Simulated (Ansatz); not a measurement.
## GeSiH3ClO (SMILES Cl[SiH]1[O][GeH2]1): methods side by side

GeSiH3ClO: 7 atoms, total charge 0, spin state singlet. SMILES: `Cl[SiH]1[O][GeH2]1`. The shape was relaxed beforehand at PBE0/def2-SVP.

Each level gives the adiabatic electron affinity (to the doublet anion, shapes relaxed at PBE0/def2-SVP, no zero-point term) (eV). The values are calculated.

The electron affinity is E(neutral) − E(anion): positive where the electron is bound.

```tsv
level	kind	program	value (eV)	CPU time (all runs)
HF/def2-SVP	Hartree–Fock	Ansatz	0.51	12 s
PBE/def2-SVP	GGA	Ansatz	0.89	7.5 s
B3LYP/def2-SVP	global hybrid	Ansatz	1.00	13 s
wB97M-V/def2-SVP	range-separated hybrid	Ansatz	0.74	60 s
MP2/def2-SVP	perturbation theory	Ansatz	0.41	12 s
```

All-electron rows without a relativistic Hamiltonian named are non-relativistic. The values span 0.41 to 1.00 eV. In the correlated wave-function rows the outer d shell of Ge is correlated, in sets not made for it. In so small a basis fixed costs decide the times, and correlated methods can beat functionals. CPU times are rough (shared hosts, several kinds of processor and program).
